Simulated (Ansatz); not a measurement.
H$_{5}$O$_{2}$PSi (`O[SiH2]OP`). Total charge 0; spin multiplicity 1.

```xyz
9

O     0.202   -2.011   -0.173
Si   -0.295   -0.788    0.795
O    -0.605    0.597   -0.041
P     0.502    1.493   -0.867
H     1.125   -2.040   -0.428
H     0.748   -0.497    1.813
H    -1.582   -1.200    1.381
H     0.126    2.784   -0.399
H    -0.221    1.663   -2.081
```

What are the harmonic wavenumbers in cm⁻¹ at PBE0-D4/def2-TZVP (Ansatz, finite differences of forces, unscaled)? (Best estimate.)

Computed: 48, 91, 134, 245, 336, 616, 662, 767, 852, 887, 906, 928, 956, 969, 1074, 1130, 2221, 2294, 2371, 2378, 3926.

Is this a minimum?

Yes, all 21 modes are real.

Give the ideal-gas thermochemistry at 298.15 K and 1 bar (rigid rotor, harmonic oscillator; point group C1, symmetry number 1).

Zero-point energy 142.3 kJ/mol; H(298) − E = 162.4 kJ/mol; entropy 343.5 J/(mol·K), of which translation 165.8, rotation 109.3, vibration 68.4; G(298) − E = 59.9 kJ/mol. Modes under 100 cm⁻¹ are hindered rotations or soft bends, so the harmonic entropy is rough.

Rotational constants (cm⁻¹)?

0.3709, 0.0808, 0.07125.
